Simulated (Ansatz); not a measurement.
Two structures of BNH3BrF2, singlet, reached by relaxing down either side of one saddle point (PBE0-D4/def2-TZVP). Energies are electronic, without zero-point energy. Computed with Ansatz 0.2.0 (basis: def2-TZVPP and def2-QZVPP); correlated methods freeze the cores. Filled d shells of the heavier atoms are correlated. The def2 sets are not built for correlating such inner shells, so the correlated values are less sure here. Extrapolation: Hartree–Fock as exp(−7.88 √X), correlation as X^−2.97. First:

```json
{"atom": "B1", "x (Å)": "-0.2528", "y (Å)": "0.2560", "z (Å)": "-0.7183"}
{"atom": "Br2", "x (Å)": "1.1683", "y (Å)": "-0.6650", "z (Å)": "-1.8378"}
{"atom": "F3", "x (Å)": "-1.5004", "y (Å)": "-0.2361", "z (Å)": "-0.9384"}
{"atom": "F4", "x (Å)": "-0.1570", "y (Å)": "1.6112", "z (Å)": "-0.7528"}
{"atom": "H5", "x (Å)": "1.0615", "y (Å)": "0.1458", "z (Å)": "1.0447"}
{"atom": "N6", "x (Å)": "0.1231", "y (Å)": "-0.1718", "z (Å)": "0.8191"}
{"atom": "H7", "x (Å)": "0.0960", "y (Å)": "-1.1833", "z (Å)": "0.9110"}
{"atom": "H8", "x (Å)": "-0.5386", "y (Å)": "0.2432", "z (Å)": "1.4724"}
```

Second:

```
8
angstrom
B -1.0761 0.4331 -0.2749
Br 2.7630 -0.8331 -0.9758
F -1.8618 -0.3968 -0.9428
F -1.1027 1.7187 -0.5893
H 1.5119 -0.4847 -0.3547
N -0.2052 -0.0456 0.7197
H -0.2969 -0.9814 1.0779
H 0.2679 0.5899 1.3399
```

**Question.** Which bonds change from the first to the second?

**Answer.** BBrF₂ ([F][B]([F])[Br]) + NH₃ → BNH₂F₂ ([NH2][B]([F])[F]) + HBr; bonds formed: Br2–H5; dative contacts that become bonds: B1–N6; bonds broken: B1–Br2, H5–N6.

**Question.** Give the saddle point's structure and its height above each. (An estimate is asked for; the value comes from the calculation.)

**Answer.** Computed: 1.112 eV above the first and 0.613 eV above the second (CCSD(T) at an estimated basis limit (MP2 extrapolated from triple and quadruple zeta, plus CCSD(T) − MP2 in triple zeta)).
B1  (-0.666, 0.318, -0.470)
Br2  (1.917, -0.463, -1.363)
F3  (-1.446, -0.530, -1.089)
F4  (-0.679, 1.599, -0.734)
H5  (1.033, -0.402, 0.183)
N6  (0.018, -0.138, 0.786)
H7  (-0.369, -0.972, 1.213)
H8  (0.192, 0.588, 1.473)
(Å)

No T1 diagnostic of these runs exceeds 0.011.

The step is the kind of exchange with an N–H group that builds nitride films in atomic layer and chemical vapour deposition.

Labels in which every atom is bracketed show which atoms are joined, not bond orders.

For scale, one of the runs: CCSD(T)/def2-TZVPP, 214 basis functions, launched by `ansatz run in.yaml --threads 8 --pin off --events-out ev --progress --plain --max-ram 19148MiB`. The run took 54 s on 8 CPU threads of an Intel Xeon Platinum 8488C (shared host), with 3.6 GiB of host memory at its peak.
